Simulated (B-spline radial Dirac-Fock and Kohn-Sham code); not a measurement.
# Binding energies of Ho¹⁸⁺

System: holmium as Ho¹⁸⁺ in the configuration [Kr] 4d10 4f3; nuclear rms radius 5.2022 fm (A = 165).

Input of the calculation (task.json; shells as n, l, electrons):

```json
{"items": [{
  "Z": 67,
  "q": 18,
  "cfg": [[1, 0, 2], [2, 0, 2], [2, 1, 6], [3, 0, 2], [3, 1, 6], [3, 2, 10], [4, 0, 2], [4, 1, 6], [4, 2, 10], [4, 3, 3]],
  "A": 165,
  "rrms": 5.2022,
  "do": ["binding"]
}]}
```

Launch: `python xray_run.py task.json out`

Calculated with a radial B-spline solver, using Dirac-Fock (average of configuration) total-energy differences with a finite nucleus, the Breit interaction including its frequency dependence, and self-energy and vacuum-polarisation corrections. Correlation and solid-state effects are left out. Energies are counted from the vacuum level.

All terms are in eV, carry their sign (relaxation lowers the binding energy) and add up to the binding energy; ⟨r⟩ is the mean radius of the orbital in the initial state.

```
  subshell  −ε (Koopmans)  relaxation    Breit  self-energy  vacuum polarisation  binding energy  ⟨r⟩ (bohr)
    K (1s)        56403.5      -68.10  -165.13      -103.46                17.68         56084.5       0.021
   L1 (2s)         9935.6      -34.12   -17.74       -14.19                 2.26          9871.8       0.087
L2 (2p1/2)         9456.0      -38.33   -29.41         0.28                 0.04          9388.5       0.073
L3 (2p3/2)         8597.2      -35.92   -18.52        -0.86                -0.09          8541.8       0.080
   M1 (3s)         2627.7      -13.04    -3.13        -3.18                 0.49          2608.9       0.229
M2 (3p1/2)         2418.2      -13.84    -5.35         0.01                 0.01          2399.0       0.219
M3 (3p3/2)         2235.2      -12.84    -3.12        -0.20                -0.02          2219.0       0.232
M4 (3d3/2)         1881.1      -14.99    -2.21         0.25                -0.03          1864.1       0.205
M5 (3d5/2)         1841.7      -14.59    -1.37         0.14                -0.02          1825.8       0.209
   N1 (4s)          886.1       -2.66    -0.73        -0.80                 0.12           882.1       0.505
N2 (4p1/2)          799.7       -2.63    -1.22         0.01                 0.00           795.8       0.511
N3 (4p3/2)          754.8       -2.32    -0.67        -0.05                -0.01           751.7       0.536
N4 (4d3/2)          609.5       -2.28    -0.39         0.05                -0.01           606.9       0.548
N5 (4d5/2)          600.8       -2.17    -0.20         0.03                -0.01           598.4       0.557
 N6,7 (4f)          434.3       -2.05     0.09         0.03                 0.00           432.4       0.571
```

For the deepest level, K (1s), the Breit terms make up -0.294 % of the binding energy, QED -0.153 % and orbital relaxation -0.121 %.

Spin-orbit splittings: 2p 846.7 eV, 3p 180.0 eV, 3d 38.27 eV, 4p 44.12 eV, 4d 8.43 eV.

Going to the tabulated ground configuration of the next ion removes an electron from N6,7 (4f), computed at 432.4 eV. NIST lists 441 ± 22 eV as the ionisation energy of this species (theoretical), +8.59 eV from the computed value, within the stated uncertainty.
